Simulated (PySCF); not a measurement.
BrPdN: breathing scan

All numbers come from UPBE0/[Pd def2-SVP with ECP28, N def2-SVP, Br def2-SVP], scalar-relativistic core potentials, density fitting, no spin–orbit coupling, PySCF.

Rigid scan from the triplet minimum (Pd–Br 2.365 Å, Pd–N 1.746 Å; Br–Pd–N 110.6°). Coordinate: all bonds to the central atom scaled together. Energies in kJ/mol from the minimum.

```tsv
scale of all bonds to the centre	E (kJ/mol)	dipole size (D)	⟨S²⟩
0.88	166.9	2.33	2.02
0.92	62.7	2.62	2.02
0.96	13.3	2.90	2.04
1.00	0.0	3.18	2.06
1.04	9.6	3.44	2.11
1.08	32.7	3.69	2.20
1.14	79.3	4.07	2.39
1.22	146.1	4.53	2.63
1.35	241.1	4.99	2.88
```

Spin contamination is strong at 1.08, 1.14, 1.22, 1.35, so these points are less reliable.

Open d and f shells are described by one determinant, and the ground state may have another occupation or spin.

Other isomers or separated fragments may lie lower.
